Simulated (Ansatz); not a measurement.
Basis-set extrapolation for C4H6BCl (`CC1=CB(Cl)C1`) (PBE0-D4/def2-TZVP geometry, frozen core, Ansatz). Multiplicity 1, RHF reference.

```json
{"": "HF", "def2-TZVPP": "-639.236368", "def2-QZVPP": "-639.256684"}
{"": "MP2 correlation", "def2-TZVPP": "-0.932939", "def2-QZVPP": "-0.999226"}
{"": "CCSD(T) correlation", "def2-TZVPP": "-1.028453", "def2-QZVPP": "not run"}
```

Energies in hartree. Use E(X) = E(∞) + A·exp(−7.88·√X) for Hartree–Fock and E(X) = E(∞) + B·X^(−2.97) for correlation, with X = 3 and 4, and add CCSD(T) minus MP2 of the smaller set to the MP2 limit.

What is the CCSD(T) energy at the basis-set limit?

HF limit: -639.256684 + (-0.020316) × 0.13774 = -639.25948. MP2 limit: -0.999226 + (-0.066287) × 0.74074 = -1.04833. Higher-order term: -1.028453 − (-0.932939) = -0.09551. Total: -640.40332 hartree, 363.6 kJ/mol below CCSD(T)/def2-TZVPP.
